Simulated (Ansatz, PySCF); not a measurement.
C3H4O2Si, SMILES O=C1C=C[SiH2]O1.

Coordinates come from a PBE0-D3(BJ)/def2-SVP optimisation. This is a generated structure with no PubChem entry under its InChIKey; it may be hypothetical.

Vertical ionisation energy (IE) and electron affinity (EA) in eV. Rows of orbital energies are one-electron estimates. Where ΔSCF, EOM or ADC give a negative EA the extra electron is unbound and the value depends on the basis.

```json
[
 {"level": "−ε(HOMO), −ε(LUMO), CAM-B3LYP/def2-TZVP (PySCF)", "IE": "9.68", "EA": "0.80"},
 {"level": "−ε(HOMO), −ε(LUMO), PBE/def2-TZVP (PySCF)", "IE": "6.55", "EA": "2.90"},
 {"level": "ΔSCF, PBE0/def2-SVPD (Ansatz), final states of multiplicity 2 and 2", "IE": "10.43", "EA": "0.10"},
 {"level": "ΔSCF, PBE/def2-SVPD (Ansatz), final states of multiplicity 2 and 2", "IE": "10.19", "EA": "0.11"}
]
```

**Question.** What vertical singlet–triplet gap does ΔSCF give with PBE0/def2-SVPD (Ansatz, a quantum-chemistry and plane-wave program) and with PBE/def2-SVPD (Ansatz)? (Estimate from the structure and the level; the computed values follow.)

**Answer.** 3.83 and 3.85 eV (triplet above singlet where positive).
